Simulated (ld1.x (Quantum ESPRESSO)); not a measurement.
**Pseudopotential generation for F (Z = 9): TM, PBE, scalar-relativistic.**

- Element: F
- Generator: ld1.x (Quantum ESPRESSO) 7.5
- Type: norm-conserving Troullier–Martins (Kleinman–Bylander form)
- Functional: PBE
- Relativity: scalar-relativistic
- Frozen core: [He]
- Valence charge: 7
- Reference configuration: 2s1.5 2p5.5
- Partial waves: 2s (bound): rc 0.55 bohr; 2p (bound): rc 0.95 bohr; 3d channel at -0.1 Ry: rc 0.75 bohr
- Local potential: the d channel
- Core correction: none

All-electron outer shells of the reference configuration (PBE, scalar-relativistic, ld1.x):

| shell | level (eV) | outermost node (bohr) | outermost maximum (bohr) |
| --- | --- | --- | --- |
| 1s | -663.69 | – | 0.11 |
| 2s | -30.14 | 0.24 | 0.76 |
| 2p | -11.33 | – | 0.71 |

Question: Estimate the cutoffs (Ry, on a coarse ladder) from which the occupation-weighted sum of valence levels, in a spherical-Bessel basis at the reference potential, stays within 10 and 1 mRy of its value at 400 Ry.

Answer: 230 Ry and 300 Ry.

Question: Does the potential have ghost states?

Answer: No extra level below or beside the all-electron valence levels (s, p, d, f tested).

Question: Which valence shell sets the plane-wave cutoff?

Answer: 2s: its level needs 300 Ry to come within 1 mRy, against 140 Ry for 2p.

Question: Tests: 2s2 2p5; 2s2 2p4; 2s2 2p3; 2s2 2p4.5; 2s2 2p1; 2s1 2p6; 2s2 2p2. Which has the largest error in its energy relative to the reference configuration, and how large is it?

Answer: 2s2 2p1, with +692 meV (all-electron minus pseudo) on +194.81 eV.
